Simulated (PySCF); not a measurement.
## input.py for Zn2

The script input.py:

```python
from pyscf import gto, dft

mol = gto.M(
    atom='Zn 0 0 0; Zn 0 0 2.261',
    basis='6-31g',
    charge=0,
    spin=0,
    symmetry=True,
    verbose=3,
)
mf = dft.UKS(mol, xc='pbe0')
mf.kernel()
mf.analyze()
print('orbital energies (hartree):', [e[max(0, n-3):n+3].round(4) for e, n in zip(mf.mo_energy, mol.nelec)])
```

```bash
$ OMP_NUM_THREADS=1 python input.py
```

It prints (some set-up lines and the per-cycle HOMO/LUMO lines with their warnings removed):

```
converged SCF energy = -3557.56900885922  <S^2> = 8.6082252e-12  2S+1 = 1
**** MO energy ****
[23 lines left out]
alpha MO #24 (E2uy #1), energy= -0.435046334474116 occ= 1
alpha MO #25 (E2ux #1), energy= -0.435046334474116 occ= 1
alpha MO #26 (E1gx #3), energy= -0.43155184098784 occ= 1
alpha MO #27 (E1gy #3), energy= -0.43155184098784 occ= 1
alpha MO #28 (A1u #6), energy= -0.427103937324069 occ= 1
alpha MO #29 (A1g #7), energy= -0.315217190768107 occ= 1
alpha MO #30 (A1u #7), energy= -0.17465309533376 occ= 1
alpha MO #31 (E1uy #4), energy= -0.0564505339173089 occ= 0
alpha MO #32 (E1ux #4), energy= -0.0564505339173089 occ= 0
alpha MO #33 (A1g #8), energy= -0.0307564768907544 occ= 0
[21 lines left out]
[23 lines left out]
beta  MO #24 (E2uy #1), energy= -0.435046334115111 occ= 1
beta  MO #25 (E2ux #1), energy= -0.435046334115111 occ= 1
beta  MO #26 (E1gx #3), energy= -0.431551807046182 occ= 1
beta  MO #27 (E1gy #3), energy= -0.431551807046182 occ= 1
beta  MO #28 (A1u #6), energy= -0.427103937743793 occ= 1
beta  MO #29 (A1g #7), energy= -0.315217591906527 occ= 1
beta  MO #30 (A1u #7), energy= -0.174652823193439 occ= 1
beta  MO #31 (E1uy #4), energy= -0.056450594296682 occ= 0
beta  MO #32 (E1ux #4), energy= -0.056450594296682 occ= 0
beta  MO #33 (A1g #8), energy= -0.0307563275174239 occ= 0
[21 lines left out]
 ** Mulliken pop alpha/beta on meta-lowdin orthogonal AOs **
 ** Mulliken atomic charges   ( Nelec_alpha | Nelec_beta ) **
charge of  0Zn =     -0.00000  (    15.00000     15.00000 )
charge of  1Zn =     -0.00000  (    15.00000     15.00000 )
Dipole moment(X, Y, Z, Debye):  0.00000,  0.00000, -0.00000
orbital energies (hartree): [array([-0.4271, -0.3152, -0.1747, -0.0565, -0.0565, -0.0308]), array([-0.4271, -0.3152, -0.1747, -0.0565, -0.0565, -0.0308])]
```

In short: E(SCF) = -3557.569009 Eh, μz(SCF) = 0.00 D.

Run time: 4.2 s on 1 thread of Arm Neoverse V1 (shared host), peak memory 0.21 GiB.

The bond length is a typed value, not an optimised one. No search for the lowest solution was made.
